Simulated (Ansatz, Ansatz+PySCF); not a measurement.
```xyz
2

K     0.0000    0.0000   -1.3538
Cl    0.0000    0.0000    1.5131
```

RHF on singlet KCl was run in several spherical basis sets with Ansatz (development build ahead of 0.2.0).

Question: Rank the basis sets by the total energy that they give, lowest first, with the distance from the lowest.
A. def2-TZVP
B. 6-31G(d)
C. def2-SVP

Answer: A (0.00 eV), B (1.72 eV), C (6.49 eV).

Totals follow the description of the cores as much as that of the bonds, so this order isn't one of quality for chemistry.
